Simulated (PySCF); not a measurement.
## Two-photon absorption: `InChI=1S/C8H9BO2/c1-2-7-3-5-8(6-4-7)9(10)11/h2-6,10-11H,1H2`

Molfile (atoms numbered from 1):
```
C8H9BO2
     RDKit          3D

 20 20  0  0  0  0  0  0  0  0999 V2000
   -3.9393   -0.2939    0.4525 C   0  0  0  0  0  0  0  0  0  0  0  0
   -2.9780    0.1152   -0.3846 C   0  0  0  0  0  0  0  0  0  0  0  0
   -1.5266    0.0278   -0.1855 C   0  0  0  0  0  0  0  0  0  0  0  0
   -0.6716    0.4968   -1.1950 C   0  0  0  0  0  0  0  0  0  0  0  0
    0.7102    0.4337   -1.0523 C   0  0  0  0  0  0  0  0  0  0  0  0
    1.2941   -0.0994    0.1049 C   0  0  0  0  0  0  0  0  0  0  0  0
    2.8468   -0.1702    0.2668 B   0  0  0  0  0  0  0  0  0  0  0  0
    3.6225    0.2955   -0.7567 O   0  0  0  0  0  0  0  0  0  0  0  0
    3.3482   -0.6945    1.4243 O   0  0  0  0  0  0  0  0  0  0  0  0
    0.4363   -0.5674    1.1146 C   0  0  0  0  0  0  0  0  0  0  0  0
   -0.9431   -0.5069    0.9760 C   0  0  0  0  0  0  0  0  0  0  0  0
   -3.7191   -0.7587    1.4172 H   0  0  0  0  0  0  0  0  0  0  0  0
   -4.9939   -0.1749    0.1944 H   0  0  0  0  0  0  0  0  0  0  0  0
   -3.2809    0.5698   -1.3348 H   0  0  0  0  0  0  0  0  0  0  0  0
   -1.1075    0.9171   -2.1058 H   0  0  0  0  0  0  0  0  0  0  0  0
    1.3565    0.8047   -1.8517 H   0  0  0  0  0  0  0  0  0  0  0  0
    4.5714    0.2367   -0.6175 H   0  0  0  0  0  0  0  0  0  0  0  0
    4.3066   -0.7235    1.4857 H   0  0  0  0  0  0  0  0  0  0  0  0
    0.8706   -0.9868    2.0257 H   0  0  0  0  0  0  0  0  0  0  0  0
   -1.5801   -0.8794    1.7814 H   0  0  0  0  0  0  0  0  0  0  0  0
  1  2  2  0
  2  3  1  0
  3  4  1  0
  4  5  2  0
  5  6  1  0
  6  7  1  0
  7  8  1  0
  7  9  1  0
  6 10  2  0
 10 11  1  0
 11  3  2  0
  1 12  1  0
  1 13  1  0
  2 14  1  0
  4 15  1  0
  5 16  1  0
  8 17  1  0
  9 18  1  0
 10 19  1  0
 11 20  1  0
M  END
```

Theory: TDDFT CAM-B3LYP/def2-SVPD excited states, vertical, gas phase (PySCF). Geometry: PBE0-D3(BJ)/def2-SVP.

Give the one- and two-photon strengths of the lowest singlets.

δ for parallel linear polarisation; σ at the peak of a Lorentzian of half width 0.1 eV, single beam; Ω is circular over linear.
```
state  E (eV)      f  photon λ (nm)  δ (au)  σ (GM)     Ω                                  main
   S1    4.84  0.427            512      24    0.21  1.17      HOMO→LUMO 0.72, HOMO−1→LUMO 0.12
   S2    4.91  0.131            505    44.5    0.39  0.60      HOMO−1→LUMO 0.54, HOMO→LUMO 0.22
   S3    6.07  0.000            408    0.34    0.01  1.49                      HOMO→LUMO+1 0.91
   S4    6.13  0.193            405     214    2.94  0.70    HOMO→LUMO+2 0.65, HOMO−1→LUMO 0.28
   S5    6.58  0.484            377    13.8    0.22  1.12  HOMO−1→LUMO+2 0.71, HOMO−2→LUMO 0.15
   S6    6.68  0.009            371    41.8    0.68  1.50                      HOMO→LUMO+3 0.80
```

Among these, the strongest one-photon state is S5, the strongest two-photon state S4, with a dipole change of 1.7 D (relaxed, norm of the difference vector).
